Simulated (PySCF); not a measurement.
Al(All)(Cl)(OH) (C3H6AlClO), SMILES C=C[CH2][Al]([OH])[Cl].

Coordinates come from a B3LYP-D3(BJ)/def2-SVP optimisation. One conformer was computed; it need not be the lowest.

Two levels are set side by side: TDA-PBE/def2-SVPD (PySCF) and TDA-CAM-B3LYP/def2-SVPD (PySCF). Vertical, same geometry. The lowest singlet is HOMO→LUMO 69 %, HOMO→LUMO+1 29 % with PBE and HOMO→LUMO 85 % with the other functional; states are paired by order. Differences are taken from unrounded values.

| quantity | TDA-CAM-B3LYP | TDA-PBE | TDA-PBE minus TDA-CAM-B3LYP |
|---|---|---|---|
| lowest singlet excitation (eV) | 5.73 | 4.68 | -1.05 |
| lowest triplet excitation (TDA) (eV) | 3.96 | 3.83 | -0.13 |
| first bright state (f over 0.05) (eV) | 5.73 | 4.68 | -1.05 |
| its oscillator strength | 0.07 | 0.06 | -0.01 |

Functionals without exact exchange tend to place singlet excitations lower, as here. Differences between two approximate levels are no errors against the true value.

Rough cost on one machine, each run with all the roots and properties that it gave: TDA-CAM-B3LYP against TDA-PBE about 5 times.
